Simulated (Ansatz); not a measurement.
CH₄NO, SMILES NC=[OH+], charge +1.

Coordinates come from a B3LYP-D3(BJ)/def2-TZVP optimisation. The isomer is the one that the SMILES or the coordinates give; other isomers of the formula were not compared. One conformer was computed; it need not be the lowest.

Two levels are set side by side: PBE/def2-TZVPD (Ansatz, a quantum-chemistry and plane-wave program) and PBE0/def2-TZVPD (Ansatz). Energy differences of separate SCF runs at the same geometry; the states with an electron removed or added have multiplicity 2 and 2. Differences are taken from unrounded values.

| quantity | PBE |
|---|---|
| vertical ionisation energy (eV) | 18.73 |
| vertical electron affinity (eV) | 4.60 |
| vertical singlet–triplet gap (eV) | 5.73 |

### Question
These are the PBE values. What does PBE0 give? (The exact figures need the calculation; the answer reports its results.)

### Answer

```json
[
 {"quantity": "vertical ionisation energy (eV)", "PBE0": "18.76", "PBE minus PBE0": "-0.02"},
 {"quantity": "vertical electron affinity (eV)", "PBE0": "4.69", "PBE minus PBE0": "-0.10"},
 {"quantity": "vertical singlet–triplet gap (eV)", "PBE0": "5.71", "PBE minus PBE0": "0.03"}
]
```
